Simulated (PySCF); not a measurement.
In (SMILES [In+]), charge +1, singlet (core potentials on In). Base run: M062X/def2-SVP in PySCF.

Here is a job for PySCF.
```python
from pyscf import gto, scf, dft, solvent

mol = gto.Mole()
mol.atom = '''
    In    0.00000000    0.00000000    0.00000000
'''
mol.basis = 'def2-svp'
mol.ecp = {'In': 'def2-svp'}
mol.charge = 1
mol.verbose = 4
mol.build()

mf = dft.RKS(mol)
mf.xc = 'm062x'
mf.kernel()
mf.analyze()
```

Each row names what was changed in the base input (with any setting that the change needs).

```
change                                                       ΔE vs base (kcal/mol)  HOMO-LUMO gap (eV)
-----------------------------------------------------------  ---------------------  ------------------
base                                                                         0.000                9.36
model = IEF-PCM; solvent = toluene                                          -42.52                9.21
model = IEF-PCM; solvent = acetonitrile; lebedev_order = 41                  -71.4                9.10
model = IEF-PCM; solvent = acetonitrile; vdw_scale = 1.4                    -60.18                9.25
model = SS(V)PE; solvent = acetonitrile                                      -71.4                9.09
model = IEF-PCM; solvent = acetonitrile; vdw_scale = 1.0                     -90.8                8.71
model = ddCOSMO; solvent = acetonitrile                                      -66.8                9.17
model = IEF-PCM; solvent = acetonitrile; r_probe = 0.5                      -57.61                9.28
model = IEF-PCM; solvent = methanol                                          -71.2                9.10
model = IEF-PCM; solvent = acetonitrile                                      -71.4                9.09
model = COSMO; solvent = acetonitrile                                        -70.4                9.10
model = IEF-PCM; solvent = 2-propanol                                        -69.7                9.10
```

The base is the gas phase, so ΔE is the electrostatic part of solvation at a fixed geometry, without cavity and dispersion terms.
